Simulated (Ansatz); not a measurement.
## Worked example: CH5N + C2H6OSn → CH4O + C2H7NSn

Species: CH5N (methylamine) `CN`, singlet; C2H6OSn `C[CH2][Sn][OH]`, singlet; CH4O (methanol) `CO`, singlet; C2H7NSn `C[CH2][Sn][NH2]`, singlet. The partners trade NH2 for OH: C–NH2 and Sn–OH bonds give way to C–OH and Sn–NH2.

Shapes, held fixed at every level: PBE0-D4/def2-TZVP. Flexible molecules stand in one conformer, not always the lowest. Programs: Ansatz 0.2.0. The zero-point and thermal change to 298 K, harmonic and unscaled (PBE0-D4/def2-TZVP), is -0.7 kJ/mol.

At CCSD(T)/def2-TZVPP; 1 Eh = 2625.50 kJ/mol:

```
species  energy (Eh)
   CH5N   -95.699696
C2H6OSn  -368.483166
   CH4O  -115.555339
C2H7NSn  -348.614554
```

**Question.** Work out ΔH(298 K) of the reaction at this level.

**Answer.** 
1. Products less reactants: (-115.555339) + (-348.614554) − [(-95.699696) + (-368.483166)] = 0.012969 Eh = +34.1 kJ/mol.
2. With the thermal change: +34.1 + (-0.7) = +33.4 kJ/mol.

Other levels give +34.6 (MP2/def2-TZVPP) to +37.3 kJ/mol (wB97X-V/def2-TZVPP). No measured value is set beside it here. For atoms past krypton def2 sets carry core potentials with scalar relativity. Outer-core shells of Sn are correlated, in sets that cover them unevenly.
